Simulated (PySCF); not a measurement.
What does the PBE0-D3(BJ)/def2-SVP structure of `C#C[Si@@H](O)C(=C)F` look like in three dimensions?

```xyz
12
C4H5FOSi angstrom
C      2.6445   -1.3262    0.0820
C      1.7453   -0.5063    0.1029
Si     0.3827    0.7215    0.1066
O      0.6629    1.8677   -1.0604
C     -1.2239   -0.2167   -0.1694
C     -2.2788   -0.1941    0.6448
F     -1.2635   -0.9473   -1.2998
H      3.4370   -2.0534    0.0667
H      0.2815    1.4262    1.4071
H      1.0828    1.5633   -1.8702
H     -2.2466    0.4037    1.5573
H     -3.1841   -0.7665    0.4231
```

Orientation and origin are arbitrary. Atoms count from 1 in this order. The C–C distances run from 1.217 Å (C1≡C2, drawn triple) to 1.333 Å (C5=C6, drawn double), a spread of 0.116 Å. Si3 (oxygen-bound silicon) is tetrahedral (angles from 107.5° to 112.7°). The 2 C–Si bonds span 1.834 Å (C2–Si3, drawn single) to 1.881 Å (Si3–C5, drawn single), a spread of 0.047 Å.

Bonds between heavy atoms (Å): C1≡C2 1.217, C2–Si3 1.834, Si3–O4 1.660, Si3–C5 1.881, C5=C6 1.333, C5–F7 1.347.

Level of theory: PySCF 2.14.0, PBE0-D3(BJ)/def2-SVP geometry optimisation, gas phase.

Point group: C1 (no symmetry element, even within 0.4 Å). Whether it is a minimum is left open (no frequencies). The numbers are those of one conformer (C2–Si3–O4–H 35°, C2–Si3–C5–C6 123°).
